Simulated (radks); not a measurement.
Values are calculated unless marked as measured or tabulated.
Spherical quantum dot in the effective-mass picture: electrons in a hard-walled sphere of radius 10, with a point charge +1 (a donor) at the centre, all in effective atomic units (hartree* = m*/eps^2 hartree, bohr* = eps/m* bohr), one dielectric constant everywhere. Level of theory: non-relativistic Kohn-Sham, PBEsol, spin-polarised, spherical densities (a radial shooting solver with Libxc functionals). Levels are named by radial order and angular momentum (1s, 1p, 1d, 2s, ...), and open shells are averaged over m.

N = 7, configuration 1s2 1p(up 3, down 1) 2s(up 1, down 0). This is the lowest configuration that the search found. Occupied and some empty levels:

level    occupation  eigenvalue (hartree*)  <r> (bohr*)
1s up             1                0.69264        2.654
1s down           1                0.74393        5.596
2s up             1                0.75427        5.924
1p up             3                0.76256        6.867
1p down           1                0.78116        6.802
1d up             0                0.80960        7.113
2s down           0                0.82134        3.434
1d down           0                0.82927        7.066
1f up             0                0.87336        7.309
1f down           0                0.89400        7.277
1g up             0                0.95255        7.475
1g down           0                0.97396        7.454
2p up             0                0.99638        5.015
2p down           0                 1.0123        5.158

Energy (hartree*): total 1.84156, kinetic 1.1214, external -1.9709, Hartree 3.7288, exchange-correlation -1.0377.

Electron density:

r (bohr*)  n(r) (e/bohr*^3)
0.754               0.06990
1.50                0.01730
2.25               0.005049
3.00               0.002126
3.75               0.001607
4.50               0.001793
5.25               0.002223
6.00               0.002629
6.75               0.002738
7.49               0.002346
8.24               0.001482
8.99              0.0005322
9.74             0.00003464
